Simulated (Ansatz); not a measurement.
Two isomers of C3H8SSi: A = `C=C([SiH3])SC`, B = `C[SiH2]C(C)=S`.

Gas-phase electronic energies from Ansatz, PBE0-D4/def2-TZVP geometries. CCSD(T)/CBS adds triple-zeta CCSD(T) − MP2 to the extrapolated MP2 energy (def2 sets, frozen cores). DFT in def2-TZVPP. B3LYP here is the variant with VWN-RPA as its local correlation; programs differ in this. One conformer a species, not always the lowest.

Problem. Which isomer does CCSD(T)/CBS put lower? Give the gap. (Estimate.)

Solution. The calculation gave: B, by 55.3 kJ/mol.

Problem. Give E(B) − E(A) in kJ/mol with CCSD/def2-TZVPP, r2SCAN-D4, PBE0-D4, B2PLYP, ωB97M-V, B3LYP, CCSD(T)/def2-TZVPP. (Estimate.)

Solution. The calculation gave: CCSD/def2-TZVPP -55.8, r2SCAN-D4 -54.7, PBE0-D4 -52.8, B2PLYP -56.7, ωB97M-V -55.0, B3LYP -54.8, CCSD(T)/def2-TZVPP -56.6. None reverses the order clearly.

Largest T1 diagnostic: 0.014.

In def2-TZVPP, CCSD(T) changes the Hartree–Fock value by −6.1 kJ/mol (the triples alone add −0.8 kJ/mol) and MP2 by −7.2 kJ/mol.
